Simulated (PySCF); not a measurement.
Compound: C6H10NS (doublet state).
Structure used (GFN2-xTB), in Å, numbered top down from 1:
```xyz
18
C6H10NS angstrom
N      2.775    0.795   -0.382
C      1.755    0.139    0.264
C      0.364    0.242   -0.174
C     -0.654    0.621    0.923
C     -2.011    0.213    0.342
C     -1.695   -0.821   -0.699
S     -2.746   -1.402   -1.800
C     -0.241   -1.115   -0.663
H      3.703    0.408   -0.300
H      2.554    1.178   -1.288
H      2.025   -0.470    1.108
H      0.290    0.962   -0.996
H     -0.604    1.679    1.171
H     -0.434    0.046    1.824
H     -2.683   -0.191    1.101
H     -2.527    1.054   -0.126
H     -0.023   -1.874    0.092
H      0.144   -1.458   -1.623
```

The hyperfine couplings belong to this conformer and change with its torsions.

As a line formula: `N[CH][C@@H]1CCC(=S)C1` [radical].

Level of theory: UKS B3LYP, pcH-1 on C H N S, non-relativistic, mean-field spin-orbit, GIAO in PySCF. Geometry: GFN2-xTB, one conformer, isolated molecule. A GFN2-xTB geometry isn't a minimum of the functional, and hyperfine couplings can be far from their values at a DFT geometry. No stability test was run, so a lower SCF solution isn't excluded.

**Question.** Give the principal g shifts and their parts.

**Answer.** 
```
                    Δg (ppm)     1     2     3
relativistic mass correction  -186  -186  -186
            gauge correction    12    20    39
   orbital Zeeman/spin–orbit  -298   757  1696
                       total  -472   591  1549
```

So g = 2.00185, 2.00291, 2.00387 and g_iso = 2.00288; the tensor is rhombic: the two nearest values differ by 47 % of g3 − g1. 

**Question.** What effective moment and Curie constant follow for a powder?

**Answer.** With the mean of g² = 4.0115 and S(S+1) = 0.75: μ_eff = √(⟨g²⟩S(S+1)) = 1.735 μB and χT = 0.12505·⟨g²⟩·S(S+1) = 0.376 cm³ K/mol (cgs; spin-Hamiltonian part alone).

**Question.** What are the electron Larmor frequencies g μB B/h along the three axes at 340 mT?

**Answer.** 9.5262, 9.5313, 9.5359 GHz for g1, g2 and g3, a range of 9.6 MHz.

**Question.** Average each term over the three axes. Which is largest in size?

**Answer.** The orbital-Zeeman/spin–orbit term 719, the mass correction -186 and the gauge correction 24 ppm, for a total of 556 ppm. The orbital-Zeeman/spin–orbit term is the largest in size. The mass correction is the same along every axis, so the anisotropy comes from the other two: their spans along these axes are 27 (gauge) and 1994 ppm (orbital Zeeman/spin–orbit).

**Question.** In a frozen sample, at which fields do the three g values resonate at 9.5, 34, 94 and 263 GHz (hyperfine left aside), and which band first spreads them over more than twice a line width of 0.5 mT?

**Answer.** 
```json
{"band": "X", "GHz": "9.5", "B(g3) mT": "338.72", "B(g2) mT": "338.88", "B(g1) mT": "339.06", "spread mT": "0.34"}
{"band": "Q", "GHz": "34.0", "B(g3) mT": "1212.27", "B(g2) mT": "1212.85", "B(g1) mT": "1213.49", "spread mT": "1.22"}
{"band": "W", "GHz": "94.0", "B(g3) mT": "3351.56", "B(g2) mT": "3353.16", "B(g1) mT": "3354.94", "spread mT": "3.38"}
{"band": "J", "GHz": "263.0", "B(g3) mT": "9377.24", "B(g2) mT": "9381.73", "B(g1) mT": "9386.71", "spread mT": "9.47"}
```

The spread grows in proportion to the frequency. Q band is the first where it exceeds 1.0 mT.

Largest spin populations (Mulliken): C2 (+0.82), N1 (+0.18) and C3 (-0.08). The positive populations add up to 1.12 and the negative ones to -0.12, together 2S = 1. The angles at C2 add up to 360.0°, so it is planar; its axial dipolar tensor and the negative coupling of its proton fit spin in a p orbital normal to that plane.

The HOMO–LUMO gaps are 1.80 eV among the α and 3.84 eV among the β orbitals.
